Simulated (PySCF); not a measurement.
## Ionisation energy of Tl⁺ by level of theory

Tl⁺ [Xe] 4f14 5d10 6s2 (1S) → Tl²⁺ [Xe] 4f14 5d10 6s1 (2S), as a difference of total energies. Computed with PySCF 2.14 in ANO-RCC-VTZP, with scalar relativity by spin-free X2C-1e. Correlated levels: valence: [Xe] 4f14 5d10 frozen; valence and next inner shell: [Kr] 4d10 4f14 frozen. The calculations carry no spin-orbit coupling.

Problem. Order these methods by the ionisation energy they give, lowest first.
A. r2SCAN
B. SCS-MP2 (valence and next inner shell)
C. UHF
D. LDA

Solution. C (18.365 eV), B (20.325 eV), A (20.359 eV), D (20.960 eV).

Errors of the correlated levels include the incompleteness of this basis and the frozen core.

For comparison: 20.428 eV (measured; NIST Atomic Spectra Database, ionization energies).
